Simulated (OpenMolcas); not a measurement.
## Rh2+ in a point-charge field

Rh2+ among 4 point charges of -1.5 e arranged as a tetrahedron (Td), 1.8 Å from the ion.

```json
{
  "Program": "OpenMolcas 26.06",
  "Method": "CASSCF",
  "Basis": "ANO-RCC-VTZP [7s6p4d2f1g]",
  "Scalar Hamiltonian": "DKH2, point nucleus",
  "Active space": "7 electrons in 5 orbitals (4d)",
  "State averaging": "2S+1 = 4 even, 10 roots; 2S+1 = 2 even, 40 roots",
  "Spin-orbit coupling": "state interaction with AMFI integrals over the reference wave functions"
}
```

The lowest spin-free states (labels of Td), above the lowest:

```csv
State,Degeneracy,E (cm-1),Free-ion L (%)
4A2,1,0.0,F (100)
4T2,3,3694,F (100)
4T1,3,6327,F (98)
2T1,3,16224,G (73)
2E,2,16254,G (82)
2A1,1,17318,G (100)
4T1,3,17544,P (98)
2T2,3,18488,G (92)
2T1,3,21271,H (54)
2T2,3,21365,H (79)
2E,2,22547,H (56)
2T1,3,23629,P (49)
2T1,3,24479,H (82)
2T2,3,25630,D (73)
2E,2,27551,D (50)
2A2,1,34536,F (100)
2T2,3,35497,F (98)
2T1,3,36234,F (97)
2E,2,53715,D (100)
2T2,3,54410,D (98)
```

The lowest levels with spin-orbit coupling:

| E (cm-1) | Degeneracy | Label | 2S+1 | g |
| --- | --- | --- | --- | --- |
| 0.0 | 4 | Γ8 | 4 |  |
| 3178 | 4 | Γ8 | 4 |  |
| 3705 | 2 | Γ6 | 4 | 0.55 0.55 0.55 |
| 4579 | 4 | Γ8 | 4 |  |
| 4740 | 2 | Γ7 | 4 | 3.70 3.70 3.70 |
| 5685 | 2 | Γ6 | 4 | 1.41 1.41 1.41 |
| 6886 | 4 | Γ8 | 4 |  |
| 7921 | 2 | Γ7 | 4 | 1.73 1.73 1.73 |
| 8369 | 4 | Γ8 | 4 |  |
| 15832 | 2 | Γ6 | 2 | 3.01 3.01 3.01 |
| 16116 | 4 | Γ8 | 2 |  |
| 16986 | 4 | Γ8 | 2 (62 %) |  |
| 17509 | 4 | Γ8 | 4 |  |
| 17560 | 2 | Γ7 | 4 | 2.61 2.61 2.61 |
| 18352 | 4 | Γ8 | 2 (67 %) |  |
| 18552 | 2 | Γ6 | 2 (60 %) | 0.92 0.92 0.92 |
| 18589 | 4 | Γ8 | 2 (85 %) |  |
| 19175 | 2 | Γ6 | 4 (53 %) | 0.71 0.71 0.71 |
| 19955 | 2 | Γ7 | 2 | 1.99 1.99 1.99 |
| 21601 | 2 | Γ7 | 2 | 3.40 3.40 3.40 |

Powder χT (cm3 K/mol): 3.3 at 2 K, 3.3 at 10 K, 3.32 at 50 K, 3.35 at 100 K, 3.4 at 200 K, 3.45 at 300 K. The effective moment at 300 K is 2.828 √(χT) = 5.25 μB.

The lowest level has 2S+1 = 4, for which the spin-only value is χT = S(S+1) / 2 = 1.875 cm3 K/mol (g = 2). The computed 3.453 at 300 K differs by +1.578, through orbital momentum, spin-orbit coupling and any other state in reach.

Without dynamic correlation the repulsion within the d shell is too large (B by tens of per cent), so at a given field states of lower spin stand too high. This is an electrostatic model: the charges have no orbitals. No measured value stands beside these numbers.
